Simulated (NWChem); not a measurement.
System: CH6OSi; SMILES C[SiH2]O

Input file for NWChem:

```
start job
memory heap 200 mb stack 900 mb global 1100 mb
geometry units angstroms noautoz
  Si     0.454318     0.122995    -0.013676
  C     -0.430590    -1.538598    -0.033584
  O     -0.587535     1.429112    -0.087170
  H      1.314436     0.260569    -1.214991
  H      1.310243     0.189452     1.209918
  H     -1.078290    -1.672733     0.841240
  H      0.302911    -2.355212    -0.027009
  H     -1.049167    -1.649923    -0.931248
  H     -1.164469     1.561740     0.677306
end
basis spherical
  Si library 3-21g
  C library 3-21g
  O library 3-21g
  H library 3-21g
end
dft
  xc b3lyp
  iterations 150
  mulliken
end
task dft energy
```

Excerpt of the output:

```
             Northwest Computational Chemistry Package (NWChem) 7.3.0
             --------------------------------------------------------

 C1  symmetry detected

                             Geometry "geometry" -> ""
                             -------------------------

 Output coordinates in angstroms (scale by  1.889725989 to convert to a.u.)

  No.       Tag          Charge          X              Y              Z
 ---- ---------------- ---------- -------------- -------------- --------------
    1 Si                  14.0000     0.49639184     0.09577580     0.00190528
    2 C                    6.0000    -0.45386922    -1.52929288    -0.02057761
    3 O                    8.0000    -0.49277889     1.44241087    -0.06820837
    4 H                    1.0000     1.36045471     0.20145392    -1.19980799
    5 H                    1.0000     1.35514034     0.12572262     1.22495909
    6 H                    1.0000    -1.10577443    -1.63932548     0.85448636
    7 H                    1.0000     0.24660110    -2.37442445    -0.01618008
    8 H                    1.0000    -1.07701181    -1.61415516    -0.91797558
    9 H                    1.0000    -1.06344923     1.59633768     0.69697689

 Effective nuclear repulsion energy (a.u.)     115.9204781388

                                 NWChem DFT Module
                                 -----------------

 Summary of "ao basis" -> "ao basis" (spherical)
 ------------------------------------------------------------------------------
       Tag                 Description            Shells   Functions and Types
 ---------------- ------------------------------  ------  ---------------------
 Si                          3-21g                   7       13   4s3p
 C                           3-21g                   5        9   3s2p
 O                           3-21g                   5        9   3s2p
 H                           3-21g                   2        2   2s

            General Information
            -------------------
          SCF calculation type: DFT
          Wavefunction type:  closed shell.
          No. of atoms     :     9
          No. of electrons :    34
           Alpha electrons :    17
            Beta electrons :    17
          Charge           :     0
          Spin multiplicity:     1
          Use of symmetry is: off; symmetry adaption is: off
          Maximum number of iterations: 150
          AO basis - number of functions:    43
                     number of shells:    29
          Convergence on energy requested:  1.00D-06
          Convergence on density requested:  1.00D-05
          Convergence on gradient requested:  5.00D-04

              XC Information
              --------------
                         B3LYP Method XC Potential
                     Hartree-Fock (Exact) Exchange  0.200
                        Slater Exchange Functional  0.800 local
                    Becke 1988 Exchange Functional  0.720 non-local
              Lee-Yang-Parr Correlation Functional  0.810
                  VWN I RPA Correlation Functional  0.190 local

             Grid Information
             ----------------
          Grid used for XC integration:  medium
          Radial quadrature: Mura-Knowles
          Angular quadrature: Lebedev.
          Tag              B.-S. Rad. Rad. Pts. Rad. Cut. Ang. Pts.
          ---              ---------- --------- --------- ---------
          Si                  1.10       88           8.0       590
          C                   0.70       49           8.0       434
          O                   0.60       49          10.0       434
          H                   0.35       45          10.0       434
          Grid pruning is: on
          Number of quadrature shells:   456
          Spatial weights used:  Erf1

      Superposition of Atomic Density Guess
      -------------------------------------

 Sum of atomic energies:        -402.14286180

      Non-variational initial energy
      ------------------------------

 Total energy =    -403.341436
 1-e energy   =    -784.856432
 2-e energy   =     265.594518
 HOMO         =      -0.360511
 LUMO         =       0.086748

     ---------------------------------------------
      Total Density - Mulliken Population Analysis
     ---------------------------------------------

    Atom       Charge   Shell Charges
 -----------   ------   -------------------------------------------------------
    1 Si  14    12.77   2.00  1.97  5.86  0.68  1.22  0.48  0.56
    2 C    6     7.21   1.99  0.39  1.63  1.20  2.00
    3 O    8     9.05   1.99  0.43  2.30  1.43  2.91
    4 H    1     1.16   0.41  0.74
    5 H    1     1.16   0.41  0.75
    6 H    1     0.73   0.41  0.32
    7 H    1     0.72   0.40  0.32
    8 H    1     0.73   0.41  0.32
    9 H    1     0.48   0.31  0.17

   convergence    iter        energy       DeltaE   RMS-Dens  Diis-err
 ---------------- ----- ----------------- --------- --------- ---------
 d= 0,ls=0.0,diis     1   -404.2458818727 -5.20D+02  3.06D-02  5.25D-01
 d= 0,ls=0.0,diis     2   -404.2234630933  2.24D-02  1.89D-02  8.66D-01
 d= 0,ls=0.0,diis     3   -404.3035792476 -8.01D-02  2.72D-03  3.28D-02
 d= 0,ls=0.0,diis     4   -404.3063135942 -2.73D-03  6.61D-04  1.24D-03
 d= 0,ls=0.0,diis     5   -404.3064655171 -1.52D-04  2.03D-04  1.00D-04
  Resetting Diis
 d= 0,ls=0.0,diis     6   -404.3064784442 -1.29D-05  3.88D-05  2.63D-06
 d= 0,ls=0.0,diis     7   -404.3064788735 -4.29D-07  1.22D-05  6.18D-08
 d= 0,ls=0.0,diis     8   -404.3064788686  4.89D-09  6.01D-06  1.42D-07

         Total DFT energy =     -404.306478868587
      One electron energy =     -787.499462692183
           Coulomb energy =      304.429025668434
    Exchange-Corr. energy =      -37.156519983621
 Nuclear repulsion energy =      115.920478138783

 Numeric. integr. density =       34.000003336046

                       DFT Final Molecular Orbital Analysis
                       ------------------------------------

[...]
```

Level: B3LYP/3-21G. The geometry was optimised at B3LYP/6-31G* (spherical d). B3LYP is NWChem's, with the RPA form of VWN correlation.
